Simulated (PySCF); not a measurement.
A structure optimised at PBE0-D3(BJ)/def2-SVP, used in a PySCF frequency run:

```
B
C 1 1.5652
H 2 1.1002 1 115.19
H 2 1.1017 3 110.14 1 131.42
H 2 1.1105 3 105.46 4 114.35
C 1 1.5659 2 120.79 3 148.13
H 6 1.1002 1 115.98 2 153.43
H 6 1.1019 7 110.08 1 131.53
H 6 1.1106 7 105.78 8 114.18
Si 1 2.0371 2 120.71 3 -33.49
H 10 1.4992 1 114.54 2 20.17
H 10 1.5007 11 107.79 1 -125.25
H 10 1.5032 11 107.13 12 -114.21
```

**Question.** Write its SMILES and formula.

**Answer.** CB(C)[SiH3], C2H9BSi

**Question.** What are its rotational constants (standard atomic weights)?

**Answer.** 7.0241, 3.5475, 2.4964 GHz
